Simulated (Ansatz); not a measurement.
# Worked example: CH6O3Si + C2H10Si3 → CH8O3Si2 + C2H8Si2

Species: CH6O3Si `CO[SiH](O)O`, singlet; C2H10Si3 `C=C[SiH]([SiH3])[SiH3]`, singlet; CH8O3Si2 `CO[SiH](O)O[SiH3]`, singlet; C2H8Si2 `C=C[SiH2][SiH3]`, singlet. The partners trade H for SiH3: O–H and Si–SiH3 bonds give way to O–SiH3 and Si–H.

Shapes, held fixed at every level: PBE0-D4/def2-TZVP. Flexible molecules stand in one conformer, not always the lowest. Programs: Ansatz 0.2.0. Electronic energies: no zero-point or thermal term.

At CCSD(T)/CBS estimate; 1 Eh = 2625.50 kJ/mol:

```
 species  energy (Eh)
 CH6O3Si  -556.410632
C2H10Si3  -949.324281
CH8O3Si2  -846.730003
 C2H8Si2  -659.041331
```

**Question.** Work out ΔE of the reaction at this level.

**Answer.** 
1. Products less reactants: (-846.730003) + (-659.041331) − [(-556.410632) + (-949.324281)] = -0.036421 Eh = -95.6 kJ/mol.

Other levels give -128.2 (HF/def2-TZVPP) to -68.3 kJ/mol (PBE-D4/def2-TZVPP). No measured value is set beside it here. The CBS estimate extrapolates MP2 from def2-TZVPP and def2-QZVPP and adds CCSD(T) − MP2 in the triple-zeta set, cores frozen.
